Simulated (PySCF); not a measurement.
Precursor series W OH-NH2. All species are isolated molecules in the gas phase. One relaxed conformer stands for each flexible species; it need not be the lowest.

These are B3LYP-D3(BJ)/def2-TZVP // PBE-D3(BJ)/def2-SVP in PySCF 2.14.0 values and carry that method's errors. B3LYP has the VWN-RPA correlation part, as in Gaussian. 

```csv
species,HOMO–LUMO gap (eV),coordination number
0 of 6 OH replaced by NH2 ([W(OH)6]),5.50,6
2 of 6 OH replaced by NH2 ([W(OH)4(NH2)2]),4.76,6
4 of 6 OH replaced by NH2 ([W(OH)2(NH2)4]),4.24,6
6 of 6 OH replaced by NH2 ([W(NH2)6]),4.52,6
```
